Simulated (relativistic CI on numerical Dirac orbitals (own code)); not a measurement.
Calculated at this level of theory: Dirac-Coulomb-Breit CI, orbitals from a KLI potential per configuration, model QED, unscaled Slater integrals (own radial code, finite nucleus).

The strongest absorption lines from the ground level of an ion, among the configurations computed and to levels below about 1430 eV (vacuum wavelength in nm, gf): 1.1990 (0.13), 1.2043 (0.045), 1.5527 (0.0053), 1.5979 (0.0077), 1.6680 (0.36), 1.6858 (0.18), 12.763 (0.55), 20.580 (0.025).

Which ion is it?
A. Mo30+
B. Kr24+
C. Zr28+
D. Sr26+

C. Zr28+ has 12 electrons and the ground level 3s2 1S_0; the strongest line goes to 3s 3p 1P°_1. The pattern of lines fixes the number of electrons, and along that sequence the line energies rise steadily with the charge (about as its square where n changes within one kind of shell, about linearly where n is kept but much faster in heavy ions where fine structure, which grows about as Z⁴, sets the gap, and irregularly where shells cross), which fixes Z. Configurations outside the model, such as inner-shell arrays, can give stronger lines. At this charge energies of transitions that change n are usually good to better than 1 %, and those within a shell (Δn = 0) to a few per cent.

LS names give the leading component of a level, which can be under half, so a name can repeat, a term be missing and a line seem to break the LS rules.
